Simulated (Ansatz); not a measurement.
Input file for `[OH][Ga]([SH])[SH]`:

```yaml
crystal:
  periodic: [false, false, false]
  atoms:
    - {symbol: O, position_ang: [-1.345900, 0.632066, 0.190227]}
    - {symbol: Ga, position_ang: [0.263839, -0.126032, 0.092949]}
    - {symbol: S, position_ang: [1.250549, -0.524631, 2.000490]}
    - {symbol: S, position_ang: [1.232644, -0.644579, -1.808517]}
    - {symbol: H, position_ang: [-1.765798, 0.796435, -0.656453]}
    - {symbol: H, position_ang: [0.211963, -0.018272, 2.688661]}
    - {symbol: H, position_ang: [0.213903, -0.182887, -2.553056]}
basis:
  gaussian: {orbitals: def2-TZVPP}
correlation: {method: ccsd_t}
output: {orbitals: {seedname: orbitals}}
```

```sh
$ ansatz run in.yaml --threads 2 --pin off --events-out ev --progress --plain
```

Log, shortened:

```
Functional definition: HF
  name "HF"
  cite "Fock, Z. Phys. 61, 126 (1930) doi:10.1007/BF01340294"
  parent pbe
  exchange = exact_x
  correlation = 0
1234 factors; integrals over basis functions are off by at most 8.3e-4 eV
mean field evaluation 1: about -76054.7874 eV, gradient 4.1e1 eV
mean field evaluation 2: about -76054.9363 eV, gradient 4.1e1 eV
mean field evaluation 4: about -76058.4378 eV, gradient 3.5e0 eV
mean field evaluation 8: about -76058.5050 eV, gradient 3.7e-1 eV
mean field evaluation 16: about -76058.5058 eV, gradient 2.1e-6 eV
mean field -76058.50584743 eV, -2795.0985355862 hartree, gradient 2.1e-6 eV, S^2 0.000000; 0 other end points of the search recorded, 0 dependent functions left out
20 core orbitals not correlated: weight in the atoms' cores, before any rotation towards them, 1.000 or more for the frozen orbitals, at most 0.000 for the correlated occupied ones
reference -76058.50584743 eV, -2795.0985355862 hartree; 17, 17 occupied and 168, 168 virtual orbitals, 1234 factors
second order -22.29136361 eV of doubles, -0.00000000 eV of singles
cycle   1  -22.33971100 eV  change   -4.8e-2 eV  update   1.2e-1
cycle   2  -22.97237279 eV  change   -6.3e-1 eV  update   3.5e-2
cycle   3  -23.09816192 eV  change   -1.3e-1 eV  update   1.8e-2
cycle   4  -23.08625129 eV  change    1.2e-2 eV  update   4.5e-3
cycle   5  -23.08327967 eV  change    3.0e-3 eV  update   2.1e-3
cycle   6  -23.08363708 eV  change   -3.6e-4 eV  update   6.1e-4
cycle   7  -23.08333133 eV  change    3.1e-4 eV  update   2.4e-4
cycle   8  -23.08332938 eV  change    1.9e-6 eV  update   6.8e-5
cycle   9  -23.08336453 eV  change   -3.5e-5 eV  update   2.5e-5
perturbative correction -1.01413128 eV, -0.0372686373 hartree
Total energy: -76082.60334324 eV, -2795.9841022234 hartree
```

Hardware: 2 threads of a server CPU on a shared host. Wall time 2.4 min, peak host memory 2.5 GiB.

MP2 recovers 92.5 % of the CCSD(T) correlation energy and the triples give 4.2 %; T1 = 0.0133.
